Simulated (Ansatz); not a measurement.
A nudged elastic band was laid between two geometries of CH4ClFSSi (9 atoms, charge 0, multiplicity 1).

Computed with UKS PBE/def2-SVP in Ansatz 0.2.0.

| Property | Result |
| --- | --- |
| movable images | 7 |
| climbing image | yes |
| spring | 5.0 eV/Å² |
| optimiser | quadratic models (default) |
| start path | through a guess of the saddle point |
| force threshold | 0.03 eV/Å |
| iteration limit | 47 |
| end points | relaxed |

Image 0:

```xyz
9
Properties=species:S:1:pos:R:3
F 1.790 0.475 0.979
C 1.446 0.486 -0.349
S 0.468 -0.988 -0.852
Si -1.328 -0.655 0.287
Cl -2.153 1.211 -0.157
H 2.360 0.452 -0.979
H 0.858 1.403 -0.570
H -2.259 -1.747 -0.143
H -1.093 -0.683 1.767
```

Image 8:

```xyz
9
Properties=species:S:1:pos:R:3
F 1.454 -0.469 1.074
C 0.694 0.169 0.081
S 1.108 -0.388 -1.592
Si -1.133 -0.255 0.497
Cl -2.418 0.934 -0.625
H 2.233 0.368 -1.751
H 0.875 1.263 0.159
H -1.379 -1.701 0.188
H -1.345 0.032 1.952
```

Task: Which bonds break or form, and what moves?

Result: Bonds broken: C2–H6, S3–Si4. Bonds formed: C2–Si4, S3–H6.

Task: What energy profile does the band end with?

Result: It converged. The highest image is number 5 of 0 to 8, 3.60 eV above the first end and 2.84 eV above the last; the last end lies 0.75 eV above the first. Neighbouring images differ by up to 2.3 eV, so the band resolves the path poorly. A vibrational analysis at the climbing image gives one clearly imaginary mode, 887i cm⁻¹: a first-order saddle point. The orbitals stay closed-shell, which can raise the energy where a bond breaks towards radicals; this wasn't checked here.

| image | path coordinate (Å) | energy (eV) | C2–H6 (Å) | S3–Si4 (Å) | C2–Si4 (Å) |
| --- | --- | --- | --- | --- | --- |
| 0 | 0.00 | 0.00 | 1.11 | 2.15 | 3.07 |
| 1 | 0.77 | 0.01 | 1.11 | 2.15 | 3.05 |
| 2 | 1.53 | 0.04 | 1.11 | 2.16 | 3.04 |
| 3 | 2.30 | 0.11 | 1.11 | 2.15 | 2.91 |
| 4 | 3.07 | 1.34 | 1.08 | 2.16 | 2.50 |
| 5 | 3.84 | 3.60 | 1.18 | 2.44 | 2.00 |
| 6 | 4.40 | 2.28 | 1.69 | 2.73 | 1.87 |
| 7 | 4.97 | 1.00 | 2.16 | 2.92 | 1.89 |
| 8 | 5.54 | 0.75 | 2.40 | 3.07 | 1.92 |

Task: What is the geometry of the highest image?

Result: 
```xyz
9
Properties=species:S:1:pos:R:3:forces:R:3
F 1.763 -0.552 0.886 0.01 0.00 0.01
C 0.993 0.187 0.032 -0.01 0.01 -0.03
S 0.432 -0.631 -1.723 0.00 -0.01 -0.02
Si -0.950 -0.227 0.248 -0.01 0.00 0.02
Cl -2.436 0.845 -0.756 0.01 0.00 0.00
H 1.576 0.399 -0.976 0.00 0.00 0.01
H 0.978 1.275 0.278 0.00 0.00 0.01
H -1.154 -1.702 0.354 0.00 0.00 0.00
H -1.115 0.361 1.639 0.00 0.00 -0.01
```

The band took 25 iterations and roughly 18 core-minutes.

Run time: 9 min on 2 threads of Arm Neoverse V2, with other jobs on the host, peak memory 0.24 GiB.
